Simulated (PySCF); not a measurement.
A PySCF script (with the pyscf-properties extension) for the NMR shieldings of SMILES [GeH3-], [GeH3]-, on a GFN2-xTB geometry:

```python
import basis_set_exchange as bse
import numpy as np
from pyscf import gto, dft
from pyscf.prop import nmr

atoms = """
Ge    0.006991   -0.007986    0.761574
H    -0.850022   -1.138427   -0.270198
H    -0.562794    1.310654   -0.242960
H     1.416060   -0.159469   -0.271270
"""
names = dict.fromkeys(["Ge", "H"], "pcSseg-1")
basis = {el: gto.basis.parse(bse.get_basis(n, elements=[el], fmt="nwchem")) for el, n in names.items()}
mol = gto.M(atom=atoms, basis=basis, charge=-1, verbose=0)
mf = dft.RKS(mol, xc="PBE0")
mf.grids.level = 2
mf.grids.alignment = dft.numint.BLKSIZE   # the property module wants whole blocks of grid points
mf.conv_tol = 1e-9
mf.kernel()

calc = nmr.RKS(mf)   # GIAO
C = mf.mo_coeff
Co = C[:, mf.mo_occ > 0]
resp = mf.gen_response(singlet=True, hermi=2)
def vind(x):   # induced exchange potential for any number of trial vectors
    d = np.einsum("pi,xij,qj->xpq", C, 2 * x.reshape(-1, C.shape[1], Co.shape[1]), Co, optimize=True)
    return np.einsum("xpq,pi,qj->xij", resp(d - d.transpose(0, 2, 1)), C, Co, optimize=True).ravel()
mo1, _ = nmr.rhf.solve_mo1(calc, with_cphf=vind)
sigma = calc.kernel(mo1)
for i, s in enumerate(sigma):   # ppm
    print("%2d %-2s %9.2f" % (i, mol.atom_pure_symbol(i), np.trace(s) / 3))
```

Problem. Give the expected output.

Solution. 
```
 0 Ge   1813.84
 1 H      28.23
 2 H      28.24
 3 H      28.23
```

These numbers come from an equivalent density-fitted implementation of the same equations, which agrees with the script to about 0.01 ppm for H and up to a few tenths of a ppm for heavy atoms, so last digits may differ.

Relativistic effects, spin–orbit coupling among them, are left out; they matter for Ge and for the light atoms bonded to it.

Size and cost of the density-fitted run: 56 basis functions, 1.8 s wall time on 1 thread of an Arm Neoverse V1, shared host.
